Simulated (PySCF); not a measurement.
Compound: CH8OSSi2.
Atom-mapped SMILES: `[CH3:1][S:2][Si@@H:3]([OH:4])[SiH3:5]` (hydrogens: H6, H7, H8 on C1; H9 on Si3; H10 on O4; H11, H12, H13 on Si5)

Geometry (PBE0-D3(BJ)/def2-SVP, Å), atoms numbered from 1 in this order:
```
atom  x, y, z in Å
C1    -2.2290   -0.1672   -0.6275
S2    -0.9188   -1.4286   -0.5052
Si3    0.4496   -0.3614    0.7701
O4     1.4203   -1.4490    1.5745
Si5    1.8503    0.9840   -0.5253
H6    -2.6142    0.1096    0.3644
H7    -3.0432   -0.6135   -1.2138
H8    -1.8759    0.7327   -1.1509
H9    -0.4049    0.4536    1.6988
H10    0.9616   -2.1145    2.0986
H11    2.6742    0.1220   -1.4253
H12    0.9831    1.8680   -1.3673
H13    2.7514    1.8501    0.2966
```

Jobs on this species (13 atoms, 66 electrons) with PySCF (density fitting). Hardware of each: one thread of an Arm Neoverse V1 (shared host). Other jobs ran on the host; a repeat could differ by tens of per cent or more. Peak memory is the resident size of the whole Python process, interpreter and libraries included.

| level and settings | work | basis functions | SCF cycles | wall time | peak memory |
| --- | --- | --- | --- | --- | --- |
| delta-SCF UKS HF, pcX-2 on the ionised atom, pcseg-1 elsewhere, spin-free X2C | ΔSCF core ionisation, 8 holes | 164 | ? | ? | ? |
| delta-SCF UKS PBE, pcX-2 on the ionised atom, pcseg-1 elsewhere, spin-free X2C | ΔSCF core ionisation, 8 holes | 164 | 119 | 36 s | 0.58 GiB |
| PBE0-D3(BJ)/def2-SVP, grid level 1 | geometry optimisation from a GFN2-xTB start shaken at random | 122 | 48 | 46 s | 0.51 GiB |
| delta-SCF UKS B3LYP, pcX-2 on the ionised atom, pcseg-1 elsewhere, spin-free X2C | ΔSCF core ionisation, 8 holes | 164 | 103 | 71 s | 0.72 GiB |
| delta-SCF UKS SCAN, pcX-1 on the ionised atom, pcseg-1 elsewhere, spin-free X2C | ΔSCF core ionisation, 8 holes | 144 | 115 | 46 s | 0.45 GiB |
| delta-SCF UKS SCAN, pcX-2 on the ionised atom, pcseg-1 elsewhere, non-relativistic | ΔSCF core ionisation, 8 holes | 164 | 117 | 55 s | 0.55 GiB |
| delta-SCF UKS SCAN, pcX-2 on the ionised atom, pcseg-1 elsewhere, spin-free X2C | ΔSCF core ionisation, 8 holes | 164 | 117 | 56 s | 0.62 GiB |
| delta-SCF UKS PBE0, pcX-2 on the ionised atom, pcseg-1 elsewhere, spin-free X2C | ΔSCF core ionisation, 8 holes | 164 | 102 | 71 s | 0.72 GiB |
| delta-SCF UKS SCAN, def2-TZVP on the ionised atom, pcseg-1 elsewhere, spin-free X2C | ΔSCF core ionisation, 8 holes | 141 | 119 | 54 s | 0.46 GiB |

**Question.** Fill in the missing figures.

**Answer.** 
- delta-SCF UKS HF, pcX-2 on the ionised atom, pcseg-1 elsewhere, spin-free X2C; ΔSCF core ionisation, 8 holes: 45 s, 0.64 GiB, 98 SCF cycles

**Question.** What do all jobs in the table cost together?

**Answer.** About 8.0 min; the longest takes about 15 % of that, and about 2 times as long as the shortest.
